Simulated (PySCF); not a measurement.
CH2O, charge +1, doublet, geometry from GFN2-xTB (a state made from the parent by changing its charge; the spin is typed, not shown lowest), atoms displaced at random by about 0.1 Å a coordinate; PySCF with B3LYP/6-31G*.

Here is a job for PySCF.
```python
from pyscf import gto, scf, dft
from pyscf.geomopt import geometric_solver

mol = gto.Mole()
mol.atom = '''
    O    -0.06983033    0.01057981    0.60631562
    C     0.00136394    0.06503090   -0.43304969
    H     0.02075581    0.78302276   -1.19922290
    H     0.15991770   -1.00564649   -1.11680048
'''
mol.basis = '6-31g*'
mol.charge = 1
mol.spin = 1
mol.verbose = 3
mol.build()

def method(m):
    mf = dft.UKS(m)
    mf.xc = 'b3lyp'
    return mf

conv, mol_eq = geometric_solver.kernel(method(mol), maxsteps=100, convergence_set='GAU_LOOSE')
print('optimisation converged:', conv)
print(mol_eq.tostring(format='xyz'))
mf = method(mol_eq)
mf.kernel()
```

The log (banner, timings and long lists left out):

```
Custom engine selected.
Bonds will be generated from interatomic distances less than 1.20 times sum of covalent radii
12 internal coordinates being used (instead of 12 Cartesians)
Internal coordinate system (atoms numbered from 1):
Distance 1-2
Distance 2-3
Distance 2-4
Angle 1-2-4
Angle 3-2-4
Out-of-Plane 2-1-3-4
Translation-X 1-4
Translation-Y 1-4
Translation-Z 1-4
Rotation-A 1-4
Rotation-B 1-4
Rotation-C 1-4
<class 'geometric.internal.Distance'> : 3
<class 'geometric.internal.Angle'> : 2
<class 'geometric.internal.OutOfPlane'> : 1
<class 'geometric.internal.TranslationX'> : 1
<class 'geometric.internal.TranslationY'> : 1
<class 'geometric.internal.TranslationZ'> : 1
<class 'geometric.internal.RotationA'> : 1
<class 'geometric.internal.RotationB'> : 1
<class 'geometric.internal.RotationC'> : 1
> ===== Optimization Info: ====
> Job type: Energy minimization
> Maximum number of optimization cycles: 100
> Initial / maximum trust radius (Angstrom): 0.100 / 0.300
> Convergence Criteria:
> Will converge when all 5 criteria are reached:
>  |Delta-E| < 1.00e-06
>  RMS-Grad  < 1.70e-03
>  Max-Grad  < 2.50e-03
>  RMS-Disp  < 6.70e-03
>  Max-Disp  < 1.00e-02
> === End Optimization Info ===

Geometry optimization cycle 1
Cartesian coordinates (Angstrom)
 Atom        New coordinates             dX        dY        dZ
   O  -0.069830   0.010580   0.606316    0.000000  0.000000  0.000000
   C   0.001364   0.065031  -0.433050    0.000000  0.000000  0.000000
   H   0.020756   0.783023  -1.199223    0.000000  0.000000  0.000000
   H   0.159918  -1.005646  -1.116800    0.000000  0.000000  0.000000

WARN: Mole.unit (angstrom) is changed to Bohr

converged SCF energy = -114.044584315306  <S^2> = 0.75822751  2S+1 = 2.0082107
--------------- UKS_Scanner gradients ---------------
         x                y                z
0 O     0.0282308927     0.0157627130    -0.3863242621
1 C    -0.0330981009     0.0407621267     0.3690099448
2 H     0.0015789469    -0.0442376811     0.0314069718
3 H     0.0032905066    -0.0122820479    -0.0140855055
----------------------------------------------
cycle 1: E = -114.044584315  dE = -114.045  norm(grad) = 0.540854
Step    0 : Gradient = 2.704e-01/3.877e-01 (rms/max) Energy = -114.0445843153
[...]
Geometry optimization cycle 2
Cartesian coordinates (Angstrom)
 Atom        New coordinates             dX        dY        dZ
   O  -0.080448   0.031658   0.645503   -0.010618  0.021078  0.039188
   C   0.023817   0.004711  -0.474947    0.022453 -0.060320 -0.041898
   H   0.010133   0.857099  -1.202479   -0.010623  0.074077 -0.003256
   H   0.158610  -1.040697  -1.111137   -0.001307 -0.035051  0.005663
converged SCF energy = -114.091135200167  <S^2> = 0.75882355  2S+1 = 2.0088042
--------------- UKS_Scanner gradients ---------------
         x                y                z
0 O     0.0107908542    -0.0031960976    -0.1212405543
1 C    -0.0143978021     0.0346542111     0.1453287413
2 H     0.0003638141    -0.0075582045    -0.0025167301
3 H     0.0032405200    -0.0239069799    -0.0215715871
----------------------------------------------
cycle 2: E = -114.0911352  dE = -0.0465509  norm(grad) = 0.196126
Step    1 : Displace = 6.096e-02/7.672e-02 (rms/max) Trust = 1.000e-01 (=) Grad = 9.806e-02/1.501e-01 (rms/max) E (change) = -114.0911352002 (-4.655e-02) Quality = 1.281
[...]
Geometry optimization cycle 3
Cartesian coordinates (Angstrom)
 Atom        New coordinates             dX        dY        dZ
   O  -0.073191   0.038171   0.630554    0.007257  0.006513 -0.014950
   C   0.020039  -0.057960  -0.537391   -0.003777 -0.062671 -0.062443
   H   0.011022   0.884349  -1.176112    0.000889  0.027249  0.026367
   H   0.154395  -1.011367  -1.060143   -0.004215  0.029330  0.050994
converged SCF energy = -114.103166637842  <S^2> = 0.75774215  2S+1 = 2.0077272
--------------- UKS_Scanner gradients ---------------
         x                y                z
0 O     0.0038630569    -0.0008739115    -0.0365926986
[...]
Step    2 : Displace = 5.716e-02/8.863e-02 (rms/max) Trust = 1.414e-01 (+) Grad = 2.905e-02/4.166e-02 (rms/max) E (change) = -114.1031666378 (-1.203e-02) Quality = 1.091
converged SCF energy = -114.104138850646  <S^2> = 0.75794256  2S+1 = 2.0079268
Step    3 : Displace = 2.396e-02/3.634e-02 (rms/max) Trust = 2.000e-01 (+) Grad = 1.502e-02/2.321e-02 (rms/max) E (change) = -114.1041388506 (-9.722e-04) Quality = 0.943
converged SCF energy = -114.104096690728  <S^2> = 0.75828692  2S+1 = 2.0082698
Step    4 : Displace = 3.405e-02/5.585e-02 (rms/max) Trust = 2.828e-01 (+) Grad = 1.097e-02/1.561e-02 (rms/max) E (change) = -114.1040966907 (+4.216e-05) Quality = -0.041
converged SCF energy = -114.104699819253  <S^2> = 0.75808707  2S+1 = 2.0080708
[...]
----------------------------------------------
cycle 6: E = -114.104699819  dE = -0.000603129  norm(grad) = 0.00352332
Step    5 : Displace = 1.698e-02/2.427e-02 (rms/max) Trust = 1.702e-02 (-) Grad = 1.762e-03/2.561e-03 (rms/max) E (change) = -114.1046998193 (-6.031e-04) Quality = 0.998
[...]
Geometry optimization cycle 7
Cartesian coordinates (Angstrom)
 Atom        New coordinates             dX        dY        dZ
   O  -0.076930   0.033318   0.633008   -0.002000  0.010850 -0.004985
   C   0.031001  -0.041162  -0.559462    0.004622 -0.007098 -0.001758
   H   0.004968   0.898969  -1.166178   -0.002331  0.000615  0.010699
   H   0.153509  -1.036272  -1.052889   -0.000263 -0.003721 -0.004403
converged SCF energy = -114.10471179281  <S^2> = 0.7580118  2S+1 = 2.0079958
--------------- UKS_Scanner gradients ---------------
         x                y                z
0 O    -0.0000279614     0.0007847023    -0.0011047510
1 C     0.0002656306    -0.0016092477     0.0004533146
2 H    -0.0001506415     0.0004582983     0.0006438788
3 H    -0.0000892712     0.0003538844     0.0000246903
----------------------------------------------
cycle 7: E = -114.104711793  dE = -1.19736e-05  norm(grad) = 0.00234177
Step    6 : Displace = 9.677e-03/1.179e-02 (rms/max) Trust = 2.408e-02 (+) Grad = 1.171e-03/1.693e-03 (rms/max) E (change) = -114.1047117928 (-1.197e-05) Quality = 0.283
[...]
Geometry optimization cycle 8
Cartesian coordinates (Angstrom)
 Atom        New coordinates             dX        dY        dZ
   O  -0.076470   0.028788   0.634960    0.000460 -0.004531  0.001952
   C   0.030118  -0.037506  -0.558585   -0.000883  0.003657  0.000877
   H   0.005626   0.898236  -1.171317    0.000658 -0.000733 -0.005140
   H   0.153332  -1.034342  -1.051032   -0.000177  0.001930  0.001857
converged SCF energy = -114.104725474637  <S^2> = 0.75803854  2S+1 = 2.0080224
--------------- UKS_Scanner gradients ---------------
         x                y                z
0 O    -0.0000068143    -0.0000025102     0.0000601761
1 C    -0.0000028351    -0.0000649898     0.0000528559
2 H     0.0000019080     0.0000667901    -0.0000628719
3 H     0.0000060402    -0.0000134753    -0.0000354096
----------------------------------------------
cycle 8: E = -114.104725475  dE = -1.36818e-05  norm(grad) = 0.000143488
Step    7 : Displace = 4.298e-03/5.241e-03 (rms/max) Trust = 2.408e-02 (=) Grad = 7.174e-05/9.175e-05 (rms/max) E (change) = -114.1047254746 (-1.368e-05) Quality = 1.000
[...]
Geometry optimization cycle 9
Cartesian coordinates (Angstrom)
 Atom        New coordinates             dX        dY        dZ
   O  -0.076410   0.029172   0.634714    0.000060  0.000384 -0.000246
   C   0.030159  -0.037343  -0.558835    0.000041  0.000162 -0.000250
   H   0.005624   0.898254  -1.171548   -0.000002  0.000018 -0.000230
   H   0.153305  -1.034306  -1.050932   -0.000027  0.000037  0.000100
converged SCF energy = -114.104725498392  <S^2> = 0.75803701  2S+1 = 2.0080209
--------------- UKS_Scanner gradients ---------------
         x                y                z
0 O    -0.0000079805    -0.0000012370     0.0000511807
1 C     0.0000060071    -0.0000323627    -0.0000135392
2 H    -0.0000004152     0.0000171623    -0.0000115473
3 H     0.0000006988     0.0000023011    -0.0000112680
----------------------------------------------
cycle 9: E = -114.104725498  dE = -2.37555e-08  norm(grad) = 6.71731e-05
Step    8 : Displace = 9.031e-05/1.057e-04 (rms/max) Trust = 3.405e-02 (+) Grad = 3.359e-05/5.181e-05 (rms/max) E (change) = -114.1047254984 (-2.376e-08) Quality = 0.879
[...]
Converged! =D

optimisation converged: True
4
XYZ from PySCF
O          -0.07641011        0.02917157        0.63471386
C           0.03015871       -0.03734316       -0.55883468
H           0.00562362        0.89825449       -1.17154788
H           0.15330495       -1.03430557       -1.05093170

converged SCF energy = -114.104725498345  <S^2> = 0.7580368  2S+1 = 2.0080207
```
